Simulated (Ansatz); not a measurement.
`N=C=C[O][AlH2]` + H₂ → `C=C=N` + `[OH][AlH2]` at 600 K and 1 bar (hydrogenolysis of a C–O bond).

Calculated with Ansatz (gas phase, PBE0-D4/def2-TZVP geometries, no zero-point term in ΔE). CCSD(T)/CBS adds triple-zeta CCSD(T) − MP2 to the extrapolated MP2 energy (def2 sets, frozen cores). This one scheme is used for every species. One conformer a species, not always the lowest.

```tsv
species	CCSD(T)/CBS energy (Eh)	H − E (kJ/mol)	S (J/(mol·K))
`N=C=C[O][AlH2]`	-450.35663	197.5	423.6
H₂	-1.17544	43.9	150.8
`C=C=N`	-132.55079	148.0	296.9
`[OH][AlH2]`	-319.03157	103.2	300.4
```

H − E and S are ideal-gas, rigid-rotor, harmonic terms from PBE0-D4/def2-TZVP, for one conformer and one mirror image of each species. The MP2-based limit puts H₂ 0.8 mEh under its directly extrapolated value; such offsets cancel only in part. 1 Eh = 2625.50 kJ/mol, R = 8.31446 J/(mol·K).

By hand: ΔE, ΔH, ΔS and ΔG.

ΔE = (-132.55079) + (-319.03157) − (-450.35663) − (-1.17544) = -0.05029 Eh = -132.0 kJ/mol. Δ(H − E) = 148.0 + 103.2 − 197.5 − 43.9 = 9.8, so ΔH = -122.2 kJ/mol. ΔS = 296.9 + 300.4 − 423.6 − 150.8 = 22.9 J/(mol·K). ΔG = -122.2 − 600 × (22.9)/1000 = -135.9 kJ/mol.

By hand: the equilibrium constant, and the temperature at which ΔG would vanish if ΔH and ΔS stayed fixed.

log₁₀ K = −ΔG/(RT ln 10) = 11.8. ΔH and −TΔS have one sign here, so there is no such temperature.

ΔH outweighs TΔS. A doubt of 5 kJ/mol in ΔE shifts log₁₀ K by 0.4 here. Other conformers and mirror images would add mixing entropy, several J/(mol·K) or more a flexible species. These are equilibria of isolated gas molecules and say nothing of rates. Largest T1 diagnostic: 0.015 (customary marks: 0.02 for closed shells, 0.045 for open ones).
